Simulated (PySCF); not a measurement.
A run for PySCF: U-B3LYP/LANL2DZ on BH3Se (SMILES B[SeH]), a point of a bond scan (R = 2.210 Å).

```python
from pyscf import gto, scf, dft, mp
from pyscf.data.elements import chemcore

mol = gto.M(
    atom='''
    B     0.45012458   -0.03983348   -1.50253169
    H    -0.28917233   -0.55999492   -2.27043345
    H     1.48655015    0.43721308   -1.81939992
    Se   -0.13171131   -0.01087557    0.31515847
    H     1.61113143    1.04301573    1.17307661
    ''',
    basis='lanl2dz',
    ecp={'Se': 'lanl2dz'},
    charge=0, spin=0, verbose=3, max_memory=1800)
mf = dft.UKS(mol, xc='b3lyp')
mf.conv_tol = 1e-8
mf.max_cycle = 100
mf.init_guess_breaksym = True
mf.kernel()
if not mf.converged:
    mf = mf.newton().run(mf.mo_coeff, mf.mo_occ)
for _ in range(4):
    mo, _, stable, _ = mf.stability(return_status=True)
    if stable:
        break
    mf.kernel(mf.make_rdm1(mo, mf.mo_occ))
```

Program output:

```
converged SCF energy = -35.8009203951908  <S^2> = 2.4123814e-11  2S+1 = 1
<class 'pyscf.dft.uks.UKS'> wavefunction is stable in the internal stability analysis
```

Self-consistency was reached.

Cost: around 10 core-seconds (rough).
